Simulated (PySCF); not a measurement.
Structure problem from calculated spectra and properties.

Formula: C4H12S3Si.

| Property | Result |
| --- | --- |
| 1H NMR | chemical shifts (computed TMS as zero) by class: 1.93 (9 H), 0.46 (3 H) ppm [GIAO CAM-B3LYP/pcSseg-1] |
| 13C NMR | chemical shifts (computed TMS as zero) by class: 12.5 (3 C), 0.8 (1 C) ppm [GIAO CAM-B3LYP/pcSseg-1] |
| NMR, other nuclei | isotropic shieldings of nuclei other than C and H, by class: 287 (1 Si), 663 (3 S) ppm [GIAO CAM-B3LYP/pcSseg-1] |
| Rotational structure | rotational constants A, B, C: 1.045, 0.879, 0.678 GHz [PBE0-D3(BJ)/def2-SVP] |
| Triplet | lowest triplet excitation (Tamm–Dancoff): 5.14 eV [TDA PBE0/def2-SVPD] |
| UV, strongest line | among the 10 lowest singlet transitions: S9 at 6.38 eV (194 nm, f = 0.032) [TDDFT PBE0/def2-SVPD] |
| UV, first state | lowest singlet excitation: 5.53 eV (224 nm, f = 0.004) [TDDFT PBE0/def2-SVPD] |
| Polarisability | 139.7 au [PBE0/def2-SVPD] |

The electronic properties come from PySCF, for the isolated species, density fitting. Levels stand in brackets. The structure is a single PBE0-D3(BJ)/def2-SVP conformer in the gas phase; no vibrational or solvent corrections. NMR classes are plain means over equivalent atoms (diastereotopic ones count apart unless rotation or inversion swaps them), as if these changed places fast.

Task: Give a SMILES that accounts for the data.

Result: Numbering: `[CH3:1][S:2][Si:3]([CH3:4])([S:5][CH3:6])[S:7][CH3:8]`. Its formula, C4H12S3Si, gives 0 degrees of unsaturation, so no ring and no π bond. 4 carbons fall into 2 classes; from least to most shielded: S-methyl carbon [C1/C6/C8] (12.5 ppm, 3 C), Si-methyl carbon [C4] (0.8 ppm). Hydrogen classes from least to most shielded: 9 H on 3 S-methyl carbons, C1/C6/C8 (1.93 ppm, a mean of values up to 0.6 ppm apart in this geometry), 3 H on an Si-methyl carbon, C4 (0.46 ppm). The other shieldings belong to: 287 ppm, four-coordinate silicon [Si3]; 663 ppm, sulfur bonded to C and Si [S2/S5/S7]. The optimised geometry has point group C1 and is an asymmetric top. Structure: MeSi(SMe)3 (`CS[Si](C)(SC)SC`). The assignments are read from this structure; whether some other isomer fits the data as well wasn't checked.

The values belong to the conformer `[CH3:1][S:2][Si:3]([CH3:4])([S:5][CH3:6])[S:7][CH3:8]`: C1–S2–Si3–C4 -176°, S2–Si3–S5–C6 -66°, S2–Si3–S7–C8 -173°.
